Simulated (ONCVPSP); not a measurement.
**An all-electron radial function and its pseudo partner (Pb)**

Columns: radius, all-electron u(r) and pseudo u(r) of the 5s shell (level -147.67 eV) of lead in the configuration [Kr] 4d10 4f14 5s2 5p6 5d10 6s2 6p1.5; BLYP, scalar-relativistic, ONCV scheme, ONCVPSP 4.0.1.

```
r (bohr)  all-electron  pseudo
   0.098        0.3259  0.1688
   0.195        0.0042  0.3433
   0.292       -0.7245  0.5271
   0.390       -0.4331  0.7156
   0.488        0.2737  0.8919
   0.585        0.8669  1.0352
   0.682        1.2024  1.1297
   0.780        1.3071  1.1635
   0.878        1.2553  1.1333
   0.975        1.1206  1.0474
   1.072        0.9535  0.9215
   1.170        0.7831  0.7740
   1.268        0.6277  0.6264
   1.365        0.4954  0.4952
   1.463        0.3848  0.3846
   1.560        0.2966  0.2965
   1.658        0.2261  0.2260
   1.755        0.1716  0.1716
   1.852        0.1297  0.1296
   1.950        0.0972  0.0972
   2.047        0.0728  0.0728
   2.145        0.0543  0.0542
   2.242        0.0404  0.0404
   2.340        0.0300  0.0300
   2.438        0.0222  0.0222
   2.535        0.0164  0.0164
```

Question: How many radial nodes do the two functions have?

Answer: The all-electron 5s function has n − l − 1 = 4 (the table is too coarse to show those close to the nucleus); the pseudo-wave has 0, since the states of the same l below it are removed with the core.

Question: At about which radius was the pseudo-wave matched?

Answer: 1.40 bohr, where the columns begin to agree (steps of 0.10 bohr).

Question: Where does each function peak?

Answer: Outermost all-electron maximum near 0.78 bohr, pseudo maximum near 0.78 bohr (to the table’s step).

Question: Is the pseudo-wave norm-conserving?

Answer: Yes: the ONCV scheme keeps the norm inside the radius equal to the all-electron one, which fixes the energy derivative of the logarithmic derivative at the level.
